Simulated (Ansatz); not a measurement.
Computed with Ansatz on PBE0-D4/def2-TZVP structures; ΔE is electronic, products minus reactants. CBS: MP2 limit from def2 TZ/QZ plus the TZ coupled-cluster correction, frozen cores. This one scheme is used for every species. DFT in def2-TZVPP. B3LYP here is the variant with VWN-RPA as its local correlation; programs differ in this. For Se, Ti outer-core shells are correlated without core-valence functions, which leaves a few kJ/mol of doubt a bond. Scalar relativity is left out up to krypton. One conformer a species, not always the lowest.

`[OH][Ti]([F])([F])[SeH]` + H–F → `[OH][Ti]([F])([F])[F]` + H₂Se  (ligand exchange at a Ti–Se bond)

| level | ΔE (kJ/mol) | difference from CCSD(T)/CBS |
| --- | --- | --- |
| PBE-D4 | -66.4 | -8.8 |
| PBE0-D4 | -64.5 | -6.9 |
| B3LYP-D4 | -70.8 | -13.2 |
| ωB97X-V | -82.5 | -24.9 |
| B2PLYP | -69.1 | -11.5 |
| PBE | -71.1 | -13.5 |
| r2SCAN | -73.4 | -15.8 |
| B3LYP | -78.4 | -20.8 |
| MP2/def2-TZVPP | -54.8 | 2.8 |
| SCS-MP2/def2-TZVPP | -65.4 | -7.8 |
| CCSD/def2-TZVPP | -73.4 | -15.8 |
| HF/def2-QZVPP | -92.5 | -34.9 |
| SCS-MP2/def2-QZVPP | -62.2 | -4.6 |
| HF/CBS(def2) | -92.6 | -35.0 |
| MP2/CBS(def2) | -47.4 | 10.2 |
| CCSD/CBS(def2) | -65.9 | -8.3 |
| CCSD(T)/CBS | -57.6 | 0 |

Largest T1 diagnostic among the species: 0.023, so the coupled-cluster value is less sure than usual.

In def2-TZVPP, CCSD(T) changes the Hartree–Fock value by +26.2 kJ/mol (the triples alone add +8.3 kJ/mol) and MP2 by +36.5 kJ/mol. The D4 term adds +7.7 kJ/mol with B3LYP and +4.2 kJ/mol with PBE0; it sums over pairs of atoms, weighted by their polarisabilities, and B3LYP, whose exchange is more repulsive, gets the larger term.
